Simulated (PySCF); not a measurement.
## Relaxation of singlet Au(OH)₃

These are results of PBE0 in PySCF with Au def2-SVP with ECP60, O def2-SVP, H def2-SVP; scalar-relativistic core potentials, no spin–orbit coupling; density-fitted integrals, not measurements. A (50,194) grid was used.

A hand-made T-shaped (heavy-atom frame) start, with no symmetry imposed:

Coordinates in bohr (charge 0 multiplicity 1):
```
Au    0.0056    0.0000   -0.2643
O     0.0056    0.0000    3.2695
O     3.5374    0.0000   -0.1409
O    -3.5261    0.0000   -0.1409
H    -1.3841    0.0000    4.4356
H     4.7028   -1.3897   -0.1003
H    -4.6915    1.3897   -0.1003
```

**Question.** What does it relax to?

**Answer.** It ends at C1 with Au–O 1.922 Å, Au–O 1.930 Å, Au–O 1.969 Å, O–H 0.968 Å (×2), O–H 0.980 Å; Au–O–H 99.1°, Au–O–H 107.0°, Au–O–H 113.3°, O–Au–O 78.1°, O–Au–O 121.9°, O–Au–O 160.0° (after a last refinement on a finer grid). A frequency run shows a minimum. Other isomers or separated fragments may lie lower.

**Question.** How much energy is released, and in how many steps?

**Answer.** 119.3 kJ/mol in 21 steps.

Spin–orbit coupling, left out here, can matter for elements this heavy.

The relaxation took roughly 2.2 core-minutes on a shared host.
